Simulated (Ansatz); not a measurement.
Consider the hydrogenolysis of the Al–F bond: `CC(C)[O][Al]([F])[Cl]` + H₂ → `CC(C)[O][AlH][Cl]` + H–F.

Program: Ansatz. Geometries: PBE0-D4/def2-TZVP. ΔE: electronic, gas phase. CCSD(T)/CBS is the MP2 limit (def2-TZVPP, def2-QZVPP) plus CCSD(T) − MP2 in def2-TZVPP, frozen cores. This one scheme is used for every species. DFT in def2-TZVPP. Each species was taken in one conformer, which may not be the lowest.

`CC(C)[O][Al]([F])[Cl]`:

Cartesian coordinates in Å:
```
C -0.672 -1.400 0.155
C -0.766 0.065 -0.220
C -0.719 0.972 0.993
O 0.259 0.408 -1.132
Al 1.924 0.426 -1.116
F 2.788 -0.037 0.201
Cl 2.958 1.046 -2.799
H -1.506 -1.692 0.798
H -0.695 -2.027 -0.738
H 0.258 -1.596 0.699
H -1.711 0.234 -0.750
H -1.555 0.767 1.666
H -0.773 2.020 0.691
H 0.210 0.815 1.552
```

H₂:

Cartesian coordinates in Å:
```
H -0.224 -0.199 0.223
H 0.224 0.199 -0.223
```

`CC(C)[O][AlH][Cl]`:

```xyz
14

C    -1.577   -0.479   -0.133
C    -0.098   -0.322    0.154
C     0.728   -1.413   -0.497
O     0.335    0.932   -0.330
Al    0.977    2.324    0.340
Cl    1.286    2.401    2.414
H    -1.759   -0.423   -1.209
H    -2.151    0.312    0.354
H    -1.943   -1.442    0.233
H     0.056   -0.366    1.242
H     0.602   -1.383   -1.582
H     0.419   -2.398   -0.139
H     1.788   -1.283   -0.270
H     1.336    3.541   -0.574
```

H–F:

Z-matrix (Å, degrees):
```
F
H 1 0.920
```

| level | ΔE (kJ/mol) |
| --- | --- |
| r2SCAN-D4 | 162.0 |
| SCS-MP2/def2-TZVPP | 155.9 |

(1) What does CCSD(T)/CBS give? (Best estimate.)

Largest T1 diagnostic among the species: 0.011.

Answers

(1) Ansatz gave: +153.3 kJ/mol. The listed levels differ from it by 8.7, 2.6 kJ/mol.

The D4 term adds +3.8 kJ/mol with B3LYP and +1.9 kJ/mol with PBE0; it sums over pairs of atoms, weighted by their polarisabilities, and B3LYP, whose exchange is more repulsive, gets the larger term. In def2-TZVPP, CCSD(T) changes the Hartree–Fock value by +4.6 kJ/mol (the triples alone add +1.4 kJ/mol) and MP2 by +9.8 kJ/mol.

B3LYP here is the variant with VWN-RPA as its local correlation; programs differ in this.
